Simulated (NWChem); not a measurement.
Correlation energy of vinylidene fluoride (C2H2F2)

```xyz
6

C      0.0000     0.0000     1.3820
C      0.0000     0.0000     0.0583
F      1.0734     0.0000    -0.6935
F     -1.0734     0.0000    -0.6935
H     -0.9458     0.0000     1.9203
H      0.9458     0.0000     1.9203
```
Charge 0, spin multiplicity 1.

Everything below was run with NWChem. All single points use one geometry, from PBE0/def2-SVP, a minimum by its harmonic frequencies.

Basis set: 3-21G. Each correlation energy counts from its own Hartree-Fock reference.

The correlated methods keep 4 core orbitals frozen. Coupled-cluster values serve here as a point of comparison, not as the truth.

Q: For the correlation energy, MP2 gives -409.7 mHa and SCS-MP2 gives -402.6 mHa. What do CR-CCSD[T], CR-CCSD(T), CCSD give?

A: CR-CCSD[T]: -435.9 mHa; CR-CCSD(T): -435.0 mHa; CCSD: -426.8 mHa.
